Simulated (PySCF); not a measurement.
NbO2F, SMILES [F][Nb](=[O])=[O], multiplicity 1.

Geometry optimised at PBE-D3(BJ)/def2-TZVP. The multiplicity is an assumed one; other spin states were not compared. The def2 effective core potentials stand for the cores of Nb; spin–orbit coupling is left out.

Calculation: TDA-PBE0/def2-SVPD (PySCF).

Vertical excitations.  State labels are in the subgroup Cs.

```tsv
state	symmetry	energy (eV)	λ (nm)	f	main pairs
S1	A"	3.06	405	0.003	HOMO→LUMO 98 %
S2	A'	4.02	309	0.001	HOMO−1→LUMO 79 %, HOMO−2→LUMO 19 %
S3	A'	4.24	292	0.010	HOMO−2→LUMO 78 %, HOMO−1→LUMO 17 %
S4	A"	4.56	272	0.001	HOMO−3→LUMO 51 %, HOMO→LUMO+1 48 %
S5	A"	4.74	262	0.016	HOMO→LUMO+1 47 %, HOMO−3→LUMO 45 %
S6	A'	5.01	248	0.001	HOMO→LUMO+2 94 %
S7	A"	5.17	240	0.004	HOMO−4→LUMO 97 %
S8	A'	5.49	226	0.003	HOMO−5→LUMO 55 %, HOMO−1→LUMO+1 39 %
S9	A'	5.53	224	0.010	HOMO−5→LUMO 38 %, HOMO−1→LUMO+1 37 %, HOMO−2→LUMO+1 16 %
S10	A"	5.86	212	0.000	HOMO−1→LUMO+2 61 %, HOMO−3→LUMO+1 36 %
T1	A"	2.93	423	0	HOMO→LUMO 98 %
T2	A'	3.64	340	0	HOMO−1→LUMO 90 %
T3	A'	3.82	324	0	HOMO−2→LUMO 90 %
T4	A"	4.18	297	0	HOMO−3→LUMO 71 %, HOMO→LUMO+1 18 %
```
Triplets are in the Tamm–Dancoff approximation.
